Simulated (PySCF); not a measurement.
## Ti+: excitation energy

Ti+ [Ar] 3d2 4s1 (4F) → Ti+ [Ar] 3d1 4s2 (2D), as a difference of total energies. Computed with PySCF 2.14 in def2-TZVPPD, with no relativity, point nucleus. Correlated levels: valence: [Ar] frozen; valence and next inner shell: [Ne] frozen. The calculations carry no spin-orbit coupling.

```tsv
method	excitation energy (eV)	difference from reference (eV)
UHF	4.110	+1.026
LDA	4.119	+1.035
PBE	4.229	+1.145
PBE0	4.212	+1.128
r2SCAN	4.754	+1.670
r2SCAN0	4.562	+1.478
B3LYP	4.003	+0.919
PBEsol	4.246	+1.162
BHandHLYP	3.911	+0.827
MP2 (valence)	3.531	+0.447
SCS-MP2 (valence)	3.234	+0.150
MP2 (valence and next inner shell)	3.456	+0.372
SCS-MP2 (valence and next inner shell)	3.273	+0.189
```

Reference: 3.084 eV (measured; NIST levels, between the centres of gravity of the two terms).

These non-relativistic numbers lack the scalar-relativistic shift.

Errors of the correlated levels include the incompleteness of this basis and the frozen core.
